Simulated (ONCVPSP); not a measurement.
# gold (Au): one change to an ONCV potential, before and after

* Element: gold (Au)
* Generator: ONCVPSP 4.0.1
* Type: optimised norm-conserving Vanderbilt (ONCV)
* Functional: PW91
* Relativity: scalar-relativistic
* Frozen core: [Kr] 4d10 4f14
* Valence charge: 19
* Reference configuration: 5s2 5p6 5d9 (charge +2)
* Partial waves: 5s: rc 1.45 bohr, ncon 4, nbas 7, qcut 10.3 1/bohr, 3 projectors, debl 3.3 Ha; 5p: rc 1.80 bohr, ncon 4, nbas 7, qcut 8.8 1/bohr, 2 projectors, debl 1.7 Ha; 5d: rc 1.60 bohr, ncon 4, nbas 8, qcut 8.8 1/bohr, 1 projector
* Local potential: polynomial inside 1.25 bohr (lpopt 5, dvloc0 -1 Ha)
* Core correction: Teter function fitted to the true core (icmod 2), fcfact 0.55

In the s channel the program set the typed energies aside and used -4.783, 0.050, 3.350 Ha. In the p channel the program set the typed energies aside and used -2.991, 0.250 Ha.

Change: all radii but the core radius scaled by about 1.34 (s 1.94, p 2.42, d 2.14 bohr); local potential polynomial inside 1.68 bohr (lpopt 5, dvloc0 -1 Ha). In the s channel the program set the typed energies aside and used -4.783, 0.050, 3.350 Ha. In the p channel the program set the typed energies aside and used -2.991, 0.050 Ha.

Cutoffs: the cutoffs (Ha) at which the residual kinetic energy of the hardest occupied pseudo-wave falls to 1 and 0.1 mHa per electron; they do not see the model core or the augmentation charge, which bear on the density cutoff. Errors are all-electron minus pseudo energies relative to the spin-unpolarised reference configuration.

Question: How do hardness, ghosts and transferability respond?

Answer: The potential gets softer (34 Ha and 40 Ha → 23 Ha and 28 Ha); of the 4 tests that both files solve, the error grows in 1 and shrinks in 0 by more than 15 % and 0.3 meV (median size 5.6 → 6.3 meV); neither file shows a bound ghost. A larger radius leaves more room for a smooth pseudo-wave, so fewer plane waves are needed.

```tsv
quantity	base	changed
cutoff, loose	34 Ha	23 Ha
cutoff, tight	40 Ha	28 Ha
loose cutoff by channel	s 34 Ha, p 16 Ha, d 21 Ha	s 23 Ha, p 16 Ha, d 21 Ha
bound ghosts	none	none
GHOST(+) flags under 300 eV	none	none
error for 5s2 5p6 5d10 6s1, meV [ΔE -30.78 eV]	+9.9	+9.4
error for 5s2 5p6 5d10, meV [ΔE -21.29 eV]	+5.5	+5.0
error for 5s2 5p6 5d8, meV [ΔE 33.96 eV]	-4.2	-4.7
error for 5s2 5p6 5d7, meV [ΔE 81.75 eV]	-5.7	-7.5
rms error of d²Exc/dni dnj with the model core, mHa	0.69	1.76
```
